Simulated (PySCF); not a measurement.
BHI2O, SMILES B(O)(I)I.

Coordinates come from a B3LYP-D3(BJ)/def2-SVP optimisation. The def2 effective core potentials stand for the cores of I; spin–orbit coupling is left out. The values are those of a single conformer.

All values below come from M06-2X/def2-TZVP run with PySCF.

Isolated molecule, no solvent.

Computed frontier levels, gap, dipole moment and polarisability:
```json
{
  "highest_occupied_level": "-8.63 eV",
  "lowest_empty_level": "-0.34 eV",
  "orbital_gap": "8.30 eV",
  "dipole_moment": "1.74 D",
  "quadrupole, principal values (traceless, Buckingham form, about the centre of nuclear charge)": "-4.99, -2.92, 7.91 D·Å",
  "mean_static_polarisability": "79.6 bohr³ (11.80 Å³)",
  "polarisability_principal_values": "57.4, 72.2, 109.3 bohr³"
}
```
